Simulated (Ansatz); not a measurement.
Vertical ionisation energy (eV) of eight compounds of closed-shell metals: PBE beside PBE0, computed with Ansatz (a program for electronic structure) for isolated molecules in the bases named; differences from unrounded values. The eight are the first of their class met in an unordered collection, after screening for sound electronic states; none was chosen by its value. Functionals give these values as differences of separate SCF runs (ΔSCF), EOM-CCSD as a root; each molecule has one DFT geometry for both levels.

| molecule | basis | PBE0 |
|---|---|---|
| H2Se2Zn, SMILES [Zn]([SeH])[SeH] | def2-SVPD | 9.03 |
| CH6AlFGe, SMILES [CH3][Al]([F])[GeH3] | def2-SVPD | 9.59 |
| C3H6AlF, SMILES C=[CH][Al]([CH3])[F] | def2-SVPD | 10.10 |
| Al(GeH3)(H)(OMe) (CH₇AlGeO), SMILES C[O][AlH][GeH3] | def2-SVPD | 9.31 |
| Al(Me)3 (C3H9Al), SMILES [Al]([CH3])([CH3])[CH3] | def2-SVPD | 9.58 |
| BrGaH2O2, SMILES [OH][Ga]([OH])[Br] | def2-SVPD | 11.12 |
| C₂H₃Cl₂Ga, SMILES C=[CH][Ga]([Cl])[Cl] | def2-SVPD | 10.73 |
| Ga(H)(Br)(NH2) (BrGaH₃N), SMILES [NH2][GaH][Br] | def2-SVPD | 9.81 |

Task: Estimate the PBE values and say how PBE differs from PBE0 over the set. (The exact figures need the calculation; the answer reports its results.)

Result: 
```json
[
 {"molecule": "H2Se2Zn, SMILES [Zn]([SeH])[SeH]", "PBE": "8.68", "difference": "-0.35"},
 {"molecule": "CH6AlFGe, SMILES [CH3][Al]([F])[GeH3]", "PBE": "9.34", "difference": "-0.25"},
 {"molecule": "C3H6AlF, SMILES C=[CH][Al]([CH3])[F]", "PBE": "9.73", "difference": "-0.37"},
 {"molecule": "Al(GeH3)(H)(OMe) (CH₇AlGeO), SMILES C[O][AlH][GeH3]", "PBE": "8.97", "difference": "-0.35"},
 {"molecule": "Al(Me)3 (C3H9Al), SMILES [Al]([CH3])([CH3])[CH3]", "PBE": "9.29", "difference": "-0.29"},
 {"molecule": "BrGaH2O2, SMILES [OH][Ga]([OH])[Br]", "PBE": "10.54", "difference": "-0.58"},
 {"molecule": "C₂H₃Cl₂Ga, SMILES C=[CH][Ga]([Cl])[Cl]", "PBE": "10.30", "difference": "-0.43"},
 {"molecule": "Ga(H)(Br)(NH2) (BrGaH₃N), SMILES [NH2][GaH][Br]", "PBE": "9.55", "difference": "-0.26"}
]
```
PBE lies below PBE0 in 8 and above it in 0 of the eight; the mean signed difference is -0.36 and the largest -0.58 eV.
